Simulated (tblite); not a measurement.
Species: C5H17NSi2.
Geometry (GFN2-xTB, Å), atoms numbered from 1 in this order:
```xyz
25
C5H17NSi2 angstrom
C      1.921    1.119    1.590
C      1.467    0.592    0.229
C      2.673    0.262   -0.654
N      0.605   -0.553    0.415
Si    -0.618   -1.048   -0.687
C     -1.530   -2.475    0.161
C     -1.769    0.430   -1.022
Si    -2.493    1.301    0.499
H      1.056    1.335    2.211
H      2.534    0.375    2.096
H      2.504    2.028    1.472
H      0.867    1.359   -0.268
H      3.292    1.143   -0.801
H      2.334   -0.098   -1.622
H      3.277   -0.515   -0.188
H      1.069   -1.273    0.950
H     -0.117   -1.529   -2.000
H     -0.869   -3.313    0.353
H     -2.337   -2.834   -0.467
H     -1.959   -2.167    1.108
H     -2.592    0.084   -1.647
H     -1.231    1.162   -1.625
H     -1.435    1.900    1.316
H     -3.390    2.377    0.055
H     -3.269    0.363    1.314
```

Computed values, GFN2-xTB/tblite, gas phase, harmonic and unscaled. Against measured fundamentals such values can be off by several per cent, at times by over 20. Modes of hydrogen on silicon can be 10 to 20 % off. One conformer, not necessarily the lowest.

Harmonic wavenumbers (cm⁻¹): 37.3, 44.2, 75.6, 94.7, 103.0, 115.2, 137.7, 169.7, 193.1, 221.3, 251.3, 290.7, 334.4, 395.8, 446.2, 491.1, 508.6, 524.5, 624.0, 645.8, 685.3, 704.6, 767.2, 785.3, 789.2, 801.5, 807.2, 821.4, 836.1, 865.1, 921.4, 940.2, 968.8, 1025.0, 1040.8, 1133.7, 1141.0, 1144.2, 1189.2, 1272.0, 1313.8, 1377.2, 1386.7, 1394.8, 1408.0, 1468.4, 1487.2, 1493.0, 1495.6, 1496.9, 1504.1, 1504.2, 2065.5, 2203.2, 2239.9, 2245.7, 2947.0, 2973.5, 2986.9, 3021.6, 3027.1, 3034.7, 3041.2, 3044.1, 3045.7, 3049.1, 3052.6, 3060.4, 3431.6.

A = 1554, B = 891.1, C = 693.0 MHz; mass 147.090 u (most abundant isotopes); point group C1, symmetry number 1.

What is the zero-point energy?

½Σν̃ = 45072 cm⁻¹ = 539.17 kJ/mol.

Entropy at 200 K, 1 bar (ideal gas, RRHO, classical rotation)?

Translation 162.80, rotation 121.35, vibration 131.48: S = 415.6 J/(mol K).

And Cp and H(200 K) − H(0)?

Cp = 161.44 J/(mol K), of which vibrations give 128.18 (their classical limit is 69 R = 573.7); H(200 K) − H(0) = 20.44 kJ/mol without the zero-point energy, 13.79 from vibrations.

How do the functions run with temperature in this model?

```
T (K)  S (J/(mol K))  Cp (J/(mol K))  H − H(0) (kJ/mol)  G − H(0) (kJ/mol)  ln q(vib)
  100          324.8           106.9               7.02             -25.46       3.21
  300          491.7           217.5              39.39            -108.12      11.55
  500          626.6           313.8              93.03            -220.27      19.14
  800          796.5           408.9             202.61            -434.62      29.62
 1000          892.6           451.7             288.88            -603.73      36.00
```

q(vib) and H(0) count from the zero-point level.

Blend soft modes into free rotors: weight 1/[1 + (100 cm⁻¹/ν̃)⁴] for the oscillator and the rest for a rotor with moment μB/(μ + B), μ = h/(8π²ν), B = 10⁻⁴⁴ kg m². What vibrational entropy results?

120.37 J/(mol K) in place of 131.48, which changes −T·S at 200 K by +2.22 kJ/mol.

Which modes carry the vibrational entropy at 200 K?

37.3 cm⁻¹: 19.28; 44.2 cm⁻¹: 17.88; 75.6 cm⁻¹: 13.48; 94.7 cm⁻¹: 11.66; 103.0 cm⁻¹: 10.99; 115.2 cm⁻¹: 10.11 J/(mol K); the other 63 give 48.08 together.

What must be added to the electronic energy to get the Gibbs energy at 200 K and 1 bar?

ZPE + [H(200 K) − H(0)] − T·S = 539.17 + 20.44 − 83.13 = 476.48 kJ/mol.

Hindered rotation and anharmonicity are outside this model. Other conformers, if any are populated, would add a mixing term that is left out. The structure is chiral; the term R ln 2 for an equal mix with its mirror image is left out.
